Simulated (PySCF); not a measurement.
The dipole of `P[SiH2][SiH2]C(F)=C(F)F` from its density and from atomic charges.

Coordinates (PBE0-D3(BJ)/def2-SVP, Å) and charges (e) from the PBE0/pcSseg-1 density (PySCF):

```
atom       x       y       z  Mulliken      IAO  Hirshfeld  ESP-fitted
  F1  -1.551  -0.430   2.331   -0.2265  -0.2329    -0.0497     -0.1113
  C2  -1.924   0.479   1.467   +0.5788  +0.5317    +0.1526     +0.3035
  F3  -2.525   1.480   2.047   -0.2165  -0.2219    -0.0535     -0.1030
  C4  -1.702   0.375   0.153   -0.1461  -0.0976    -0.0689     -0.0902
  F5  -2.109   1.399  -0.621   -0.2734  -0.2617    -0.0862     -0.1287
 Si6  -0.742  -0.987  -0.718   +0.3478  +0.4525    +0.2285     +0.1961
 Si7   1.329  -0.019  -1.235   +0.1205  +0.2578    +0.1812     +0.2389
  P8   2.104   0.701   0.773   -0.2155  -0.0876    -0.0143     -0.3094
  H9  -0.569  -2.128   0.229   -0.0360  -0.0878    -0.0687     -0.0421
 H10  -1.510  -1.427  -1.920   -0.0299  -0.0848    -0.0646     -0.0417
 H11   1.103   1.178  -2.102   -0.0092  -0.0797    -0.0691     -0.0383
 H12   2.246  -0.967  -1.943   -0.0296  -0.0917    -0.0736     -0.0895
 H13   2.411  -0.622   1.221   +0.0637  -0.0016    -0.0086     +0.0965
 H14   3.433   0.952   0.312   +0.0719  +0.0053    -0.0052     +0.1194
```

Compute μ = Σ q r for each scheme (1 e·Å = 4.803 D) and compare with the dipole of the full density.

The full density gives (1.29, -1.63, -0.71) D, 2.20 D in size; dipole vectors point from the negative to the positive end.

```csv
scheme,μx,μy,μz,size (D),share of the full size (%),angle to the full dipole (°)
Mulliken,2.15,-3.43,-1.51,4.32,196,6
IAO,1.63,-2.79,-1.40,3.52,160,9
Hirshfeld,0.56,-0.68,0.13,0.89,40,27
ESP-fitted,1.35,-1.65,-0.74,2.26,103,1
```

Which set comes closest?

Length of the difference vector: ESP-fitted 0.07 D, IAO 1.39 D, Hirshfeld 1.47 D, Mulliken 2.14 D. Closest: ESP-fitted. ESP charges are fitted to the potential around the molecule, whose slowest-falling term is the dipole's. 

What is left for the Hirshfeld atoms' own dipoles?

The shares of the density sum to the whole, so what Σ q r misses lies in dipoles about the nuclei. The atomic dipoles sum to (1.29, -1.63, -0.71) − (0.56, -0.68, 0.13) = (0.73, -0.95, -0.84) D, 1.47 D in size.

With the origin at the mean of the coordinates, (0.000, -0.001, -0.001) Å, which are the largest single terms, by size, of the ESP-fitted dipole along the direction of the full one?

C2 -2.86, F3 +1.60, Si7 +1.37, F5 +1.28, H12 -1.14 D; all 14 atoms together +2.26 D. The single terms depend on the origin, their sum doesn't.

Give the size of the full dipole in other units.

2.20 D = 0.866 au = 0.458 e·Å = 7.34 × 10⁻³⁰ C·m.

Geometry: PBE0-D3(BJ)/def2-SVP, one conformer, isolated molecule.

The values belong to the conformer `[F:1][C:2]([F:3])=[C:4]([F:5])[SiH2:6][SiH2:7][PH2:8]`: C2–C4–Si6–Si7 -103°, C4–Si6–Si7–P8 56°, H–P8–Si7–Si6 74°, H–P8–Si7–Si6 167°.
